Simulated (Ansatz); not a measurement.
Consider the redistribution: `O[SiH](O)[SiH](Cl)Cl` + `C[SiH2]N(C)[SiH3]` → `C[SiH2][SiH](Cl)Cl` + `CN([SiH3])[SiH](O)O`.

Program: Ansatz. Geometries: PBE0-D4/def2-TZVP. ΔE: electronic, gas phase. CCSD(T)/CBS adds triple-zeta CCSD(T) − MP2 to the extrapolated MP2 energy (def2 sets, frozen cores). Functionals use def2-TZVPP. Each species was taken in one conformer, which may not be the lowest.

```json
{"species": "`O[SiH](O)[SiH](Cl)Cl`", "r2SCAN-D4 energy (Eh)": "-1652.38641"}
{"species": "`C[SiH2]N(C)[SiH3]`", "r2SCAN-D4 energy (Eh)": "-716.54615"}
{"species": "`C[SiH2][SiH](Cl)Cl`", "r2SCAN-D4 energy (Eh)": "-1541.14314"}
{"species": "`CN([SiH3])[SiH](O)O`", "r2SCAN-D4 energy (Eh)": "-827.80256"}
```

Question: Work out ΔE.

Answer: ΔE = (-1541.14314) + (-827.80256) − (-1652.38641) − (-716.54615) = -0.01314 Eh = -34.5 kJ/mol. CCSD(T)/CBS gives -32.9 kJ/mol.

Largest T1 diagnostic among the species: 0.011.
